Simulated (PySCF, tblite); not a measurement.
Isomers of C6H8NO (doublet state), one GFN2-xTB conformer each. Single-point energies are computed at B3LYP/pcH-1 (PySCF, gas phase, no added dispersion term), electronic only. GFN2-xTB treats the open shell by occupation alone, and not every SCF solution was tested for stability.

| SMILES | GFN2-xTB relative energy (kcal/mol) |
| --- | --- |
| [CH2]NC(=O)CC=C=C | 26.3 |
| C[C]1C=C(C(N)=O)C1 | 1.3 |
| C/C=C1/[CH][C@H]1NC=O | 25.9 |
| C[CH]c1cnoc1C | 0.0 |

Conformers: `[CH2:1][NH:2][C:3](=[O:4])[CH2:5][CH:6]=[C:7]=[CH2:8]` (doublet state) with H–C1–N2–C3 0° and 180°, C1–N2–C3–O4 -1°, N2–C3–C5–C6 55°, C3–C5–C6–C7 -106°; `[CH3:1][C:2]1[CH:3]=[C:4]([C:5]([NH2:6])=[O:7])[CH2:8]1` (doublet state) with C3–C4–C5–N6 -2°, C4–C5–N6–H 177° and 6°; `[CH3:1]/[CH:2]=[C:3]1/[CH:4][C@H:5]1[NH:6][CH:7]=[O:8]` (doublet state) with C4–C5–N6–C7 -156°, C5–N6–C7–O8 0°; `[CH3:1][CH:2][c:3]1[cH:4][n:5][o:6][c:7]1[CH3:8]` (doublet state) with C1–C2–C3–C4 0°.

Problem. What does B3LYP/pcH-1 give for the same structures?

Solution. 
| SMILES | B3LYP/pcH-1 E (Eh) | B3LYP/pcH-1 (kcal/mol) | GFN2-xTB (kcal/mol) | point group |
| --- | --- | --- | --- | --- |
| C[C]1C=C(C(N)=O)C1 | -363.38809 | 0.0 | 1.3 | – |
| C[CH]c1cnoc1C | -363.36273 | 15.9 | 0.0 | – |
| [CH2]NC(=O)CC=C=C | -363.35914 | 18.2 | 26.3 | C1 |
| C/C=C1/[CH][C@H]1NC=O | -363.34306 | 28.3 | 25.9 | C1 |

GFN2-xTB puts C[CH]c1cnoc1C lowest instead; measured from each level's own lowest isomer, the values differ by up to 15.9 kcal/mol (C[CH]c1cnoc1C: 0.0 against 15.9). As drawn, the lowest has a four-membered ring, which the highest lacks; the highest has a three-membered ring, which the lowest lacks. Neighbours under 5.0 kcal/mol apart (C[CH]c1cnoc1C and [CH2]NC(=O)CC=C=C) can change places with a better method, another conformer or zero-point energy.

Problem. What happens when harmonic zero-point energies from GFN2-xTB frequencies are added?

Solution. 
```json
{"SMILES": "C[C]1C=C(C(N)=O)C1", "ZPE (kcal/mol)": "78.0", "electronic (kcal/mol)": "0.0", "with ZPE (kcal/mol)": "0.0"}
{"SMILES": "C[CH]c1cnoc1C", "ZPE (kcal/mol)": "78.7", "electronic (kcal/mol)": "15.9", "with ZPE (kcal/mol)": "16.6"}
{"SMILES": "[CH2]NC(=O)CC=C=C", "ZPE (kcal/mol)": "76.5", "electronic (kcal/mol)": "18.2", "with ZPE (kcal/mol)": "16.6"}
{"SMILES": "C/C=C1/[CH][C@H]1NC=O", "ZPE (kcal/mol)": "76.9", "electronic (kcal/mol)": "28.3", "with ZPE (kcal/mol)": "27.1"}
```

The zero-point energies span 2.2 kcal/mol. The order is unchanged.
